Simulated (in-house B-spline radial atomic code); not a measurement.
Ionisation energies along the 7-electron series, configuration [He] 2s2 2p3, as differences of self-consistent energies. Dirac energy differences include first-order Breit, QED and recoil terms. NIST's values go from ground level to ground level; the uncertainty of those that are theory runs from under 0.1 % in few-electron ions to several per cent in heavy many-electron ones. Computed with a radial B-spline atomic code at the basis-set limit: Dirac-Hartree-Fock, average of the configuration, finite nuclei.

```
  ion  configuration after  ionisation energy (eV)  IE/(q+1)² (eV)  Breit and QED recoil part (eV)  tabulated value (eV)    tabulated kind  computed minus tabulated (eV)
Nb34+         [He] 2s2 2p2                  4576.3          3.7357                         -3.5465                  4540    semi-empirical                             36
Mo35+         [He] 2s2 2p2                  4833.8          3.7298                         -3.8477                  4800    semi-empirical                             34
Tc36+         [He] 2s2 2p2                  5098.5          3.7243                         -4.1665                  5060    semi-empirical                             39
Ru37+         [He] 2s2 2p2                  5370.6          3.7192                         -4.5025                  5330    semi-empirical                             41
Rh38+         [He] 2s2 2p2                  5650.0          3.7147                          -4.857                  5600    semi-empirical                             50
Pd39+         [He] 2s2 2p2                       ?               ?                               ?                     ?    semi-empirical                              ?
Ag40+         [He] 2s2 2p2                  6231.0          3.7067                          -5.623                  6170    semi-empirical                             61
Cd41+         [He] 2s2 2p2                  6532.6          3.7033                         -6.0352                  6460    semi-empirical                             73
In42+         [He] 2s2 2p2                  6841.7          3.7002                         -6.4686                  6770    semi-empirical                             72
Sn43+         [He] 2s2 2p2                       ?               ?                               ?                     ?    semi-empirical                              ?
Sb44+         [He] 2s2 2p2                  7482.4           3.695                         -7.3992                  7390  tabulated theory                             92
Te45+         [He] 2s2 2p2                  7814.1          3.6929                         -7.8973                  7714  tabulated theory                            100
 I46+         [He] 2s2 2p2                  8153.5           3.691                         -8.4196                  8044  tabulated theory                            109
Xe47+         [He] 2s2 2p2                  8500.5          3.6894                         -8.9651                  8382  tabulated theory                            118
Cs48+         [He] 2s2 2p2                  8855.2          3.6881                         -9.5353                  8726  tabulated theory                            129
Ba49+         [He] 2s2 2p2                  9217.6          3.6871                          -10.13                  9077  tabulated theory                            141
La50+         [He] 2s2 2p2                  9587.9          3.6862                         -10.752                  9437  tabulated theory                            151
Ce51+         [He] 2s2 2p2                  9965.9          3.6856                         -11.399                  9803  tabulated theory                            163
Pr52+         [He] 2s2 2p2                 10351.9          3.6853                         -12.075                 10175  tabulated theory                            177
Nd53+         [He] 2s2 2p2                 10745.8          3.6851                         -12.778                 10555  tabulated theory                            191
Pm54+         [He] 2s2 2p2                       ?               ?                               ?                     ?  tabulated theory                              ?
Sm55+         [He] 2s2 2p2                 11557.6          3.6855                         -14.272                 11337  tabulated theory                            221
```

(1) Fill in the row of Pd39+.

(2) Fill in the row of Sn43+.

(3) Fill in the row of Pm54+.

Where a p, d or f electron is removed, the computed value is a mean over both j, so it misses the tabulated one by a part of the spin-orbit splitting; averaging over terms and missing correlation add to the gap, relatively most at low charge.

## Answers

(1) ionisation energy (eV): 5936.8; IE/(q+1)² (eV): 3.7105; Breit and QED recoil part (eV): -5.2302; tabulated value (eV): 5880; computed minus tabulated (eV): 57.

(2) ionisation energy (eV): 7158.3; IE/(q+1)² (eV): 3.6975; Breit and QED recoil part (eV): -6.9228; tabulated value (eV): 7080; computed minus tabulated (eV): 78.

(3) ionisation energy (eV): 11147.7; IE/(q+1)² (eV): 3.6852; Breit and QED recoil part (eV): -13.51; tabulated value (eV): 10942; computed minus tabulated (eV): 206.
